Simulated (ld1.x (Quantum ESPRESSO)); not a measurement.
## Configuration tests for silicon (Si) (PAW)

- Element: Si
- Generator: ld1.x (Quantum ESPRESSO) 7.5
- Type: PAW
- Functional: PBE
- Relativity: scalar-relativistic
- Frozen core: [Ne]
- Valence charge: 4
- Reference configuration: 3s2 3p2
- Partial waves: 3s (bound): rcut 1.60, rcutus 1.70 bohr; 3s channel at 0.25 Ry: rcut 1.60, rcutus 1.70 bohr; 3p (bound): rcut 1.55, rcutus 1.90 bohr; 3p channel at 1 Ry: rcut 1.55, rcutus 1.90 bohr
- Local potential: all-electron potential smoothed inside 1.35 bohr (lloc = -1)
- Core correction: Bessel-smoothed model core, default radius (core density twice the valence density)
- Augmentation charge: PSQ, inside the norm-conserving radii

Energies are relative to the spin-unpolarised reference configuration 3s2 3p2; without spin polarisation the order of configurations can differ from experiment. The frozen-core shift is the all-electron ΔE with the core orbitals held at their reference shape minus the fully relaxed ΔE.

Task: Give the all-electron excitation energy and the error of the potential for: 3s2 3p1; 3s2 3p0; 3s1 3p0; 3s1 3p2; 3s2 3p1.5; 3s1 3p3; 3s2 3p2.3.

Result:

| valence configuration | charge | ΔE all-electron (eV) | error AE − PS (meV) | frozen-core shift (meV) |
| --- | --- | --- | --- | --- |
| 3s2 3p1 | +1 | 7.740 | -1.1 | +1.0 |
| 3s2 3p0 | +2 | 23.733 | -9.8 | +10 |
| 3s1 3p0 | +3 | 57.704 | -58 | +59 |
| 3s1 3p2 | +1 | 15.171 | -3.2 | +3.5 |
| 3s2 3p1.5 | +0.5 | 2.921 | -0.2 | +0.2 |
| 3s1 3p3 | 0 | 6.814 | -1.0 | +1.0 |
| 3s2 3p2.3 | -0.3 | -0.930 | +0.1 | 0.0 |
